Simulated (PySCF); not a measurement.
# Computed properties of CH3BiCl2, SMILES [CH3][Bi]([Cl])[Cl]

Bi(Cl)2(Me) (CH3BiCl2), SMILES [CH3][Bi]([Cl])[Cl]. Coordinates come from a B3LYP-D3(BJ)/def2-SVP optimisation. The structure was generated by enumeration; whether it is a known compound was not checked. The def2 effective core potentials stand for the cores of Bi; spin–orbit coupling is left out. Other conformers were not sampled. All values are computed for the isolated molecule unless a solvent is named; none is compared with measurement here.

**Structure.** The optimised structure has Cs symmetry. All 15 harmonic modes at B3LYP-D3(BJ)/def2-SVP (PySCF) are real, so it is a minimum. With heavy atoms numbered as in [Bi:1]([Cl:2])([Cl:3])[CH3:4], the shortest bond between them is Bi1–C4 at 2.279 Å and the longest Bi1–Cl3 at 2.495 Å.

**Vibrations.** The strongest infrared lines (harmonic, unscaled, degenerate partners summed) lie at 320 cm⁻¹ (52 km/mol, Cl 83 %, Bi 16 %), 329 cm⁻¹ (23 km/mol, Cl 87 %, Bi 13 %), 464 cm⁻¹ (17 km/mol, C 75 %, H 18 %). The softest mode is at 53 cm⁻¹ and the zero-point energy is 23.5 kcal/mol.

**Electronic structure.** r2SCAN/def2-TZVP (PySCF) places the frontier levels at -6.91 and -2.71 eV, a gap of 4.20 eV, and gives a dipole moment of 4.21 D and a mean polarisability of 82.1 bohr³. PBE/def2-TZVP (PySCF) at the same geometry gives -6.62 and -2.87 eV, so its gap is 0.45 eV narrower. An orbital gap is neither the optical nor the fundamental gap.

**Excitations.** TDDFT-M06-2X/def2-SVPD (PySCF) has S1 at 4.48 eV (276 nm, f = 0.022, weak); the most intense of the 10 singlets computed lies at 6.79 eV (f = 0.31). T1 (TDA) is at 3.91 eV. TDDFT-PBE/def2-SVPD (PySCF) puts S1 at 3.84 eV. No vertical singlet excitation falls in the visible range (under 3.1 eV).
